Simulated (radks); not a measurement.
Values are calculated unless marked as measured or tabulated.
Task: Lu XVII, 55 electrons, occupied as [Xe] 6s1 (not the ground configuration). Code: a radial shooting solver on a logarithmic mesh with Libxc functionals. Model: scalar-relativistic Kohn-Sham, PBE, spin-polarised, spherical densities, finite nucleus; open shells are filled with parallel spins first (spin-orbit coupling, left out, can overturn this in heavy ions); Fermi nuclear charge, rms radius 5.37 fm. Some entries of the table are withheld. Estimate them.

orbital  occ.  eigenvalue (eV)  <1/r> (bohr^-1)  r(max) (bohr)
1s up       1        -63722.20            82.18        0.01214
1s down     1        -63722.11            82.18        0.01214
2s up       1        -11277.74            19.16        0.06934
2s down     1        -11277.67            19.16        0.06934
2p up       3        -9982.643            17.54        0.05664
2p down     3        -9982.582            17.54        0.05664
3s up       1        -2972.674            7.095         0.1959
3s down     1        -2972.598            7.096         0.1959
3p up       3        -2583.963            6.594         0.1933
3p down     3        -2583.885            6.594         0.1933
3d up       5        -2116.994            6.234         0.1577
3d down     5        -2116.921            6.234         0.1577
4s up       1        -971.6256            3.160         0.4366
4s down     1        -971.4916            3.160         0.4366
4p up       3        -836.7777            2.926         0.4533
4p down     3        -836.6342            2.927         0.4533
4d up       5        -663.0082            2.683         0.4570
4d down     5        -662.8477            2.684         0.4570
5s up       1              (1)            1.549         0.8759
5s down     1              (2)            1.550         0.8760
5p up       3        -360.2138            1.429         0.9330
5p down     3        -359.6852            1.431         0.9327
6s up       1              (3)              (4)          1.576
6s down     0              (5)              (6)          1.575

Result: 
(1) 5s up eigenvalue (eV): -409.1247
(2) 5s down eigenvalue (eV): -408.6767
(3) 6s up eigenvalue (eV): -222.6041
(4) 6s up <1/r> (bohr^-1): 0.8866
(5) 6s down eigenvalue (eV): -220.8668
(6) 6s down <1/r> (bohr^-1): 0.8894
